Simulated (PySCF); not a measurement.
WO₂Cl₂, SMILES [Cl][W](=[O])([Cl])=[O], multiplicity 1. The structure is a stationary point at B3LYP-D3(BJ)/def2-SVP. The spin state was assumed, not searched. The isomer is the one that the SMILES or the coordinates give; other isomers of the formula were not compared. The def2 effective core potentials stand for the cores of W; spin–orbit coupling is left out.

Q: Give the equilibrium geometry at B3LYP-D3(BJ)/def2-SVP (PySCF confirms it by a frequency run) as bond lengths and angles, and its point group. (The exact figures need the calculation; the answer reports its results.)

A: point group C2v.
Atoms: W1 O2 O3 Cl4 Cl5. Bonded distances (Å): W1–O2 1.704, W1–O3 1.704, W1–Cl4 2.282, W1–Cl5 2.282. Angles (°): O2–W1–O3 106.4, O2–W1–Cl4 109.0, O2–W1–Cl5 109.0, O3–W1–Cl4 109.0, O3–W1–Cl5 109.0, Cl4–W1–Cl5 114.1.
Charge 0, spin multiplicity 1.
